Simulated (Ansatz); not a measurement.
Reactions of C2H5ClO2Si (`Cl[SiH2]OC1CO1`).

Program: Ansatz. Geometries: PBE0-D4/def2-TZVP. ΔE: electronic, gas phase. CBS: MP2 limit from def2 TZ/QZ plus the TZ coupled-cluster correction, frozen cores. This one scheme is used for every species, atoms too. DFT in def2-TZVPP. B3LYP here is the variant with VWN-RPA as its local correlation; programs differ in this. No spin–orbit coupling; open shells (•) take unrestricted orbitals. Spin–orbit coupling would lower the free atoms: a little for C, Cl, O, Si. Each species was taken in one conformer, which may not be the lowest.

```
                                         reaction  CCSD/CBS(def2) (eV)  ωB97X-V (eV)  B3LYP-D4 (eV)  MP2/CBS(def2) (eV)
               `Cl[SiH2]OC1CO1` → `O=COC[SiH2]Cl`                 0.01         -0.02          -0.16                0.04
              `Cl[SiH2]OC1CO1` → `CO[Si]1(Cl)CO1`                -0.97         -0.85          -0.95               -1.03
              `Cl[SiH2]OC1CO1` → `O=CC[SiH](O)Cl`                -1.77         -1.62          -1.78               -1.81
     `Cl[SiH2]OC1CO1` + H₂ → `[SiH3]OC1CO1` + HCl                 0.87          0.89           0.90                1.00
           `Cl[SiH2]OC1CO1` → `O[SiH2]/C(O)=C\Cl`                 0.53          0.68           0.45                0.50
`Cl[SiH2]OC1CO1` → 2 C• + Cl• + 5 H• + 2 O• + Si•                42.88         43.89          43.40               44.89
```

(1) Give the CCSD(T)/CBS values in the same order. (Estimate.)

Largest T1 diagnostic: 0.014, for `O=COC[SiH2]Cl`.

Results:

(1) Ansatz gave: -0.03, -0.98, -1.78, 0.90, 0.47, 43.67 eV.
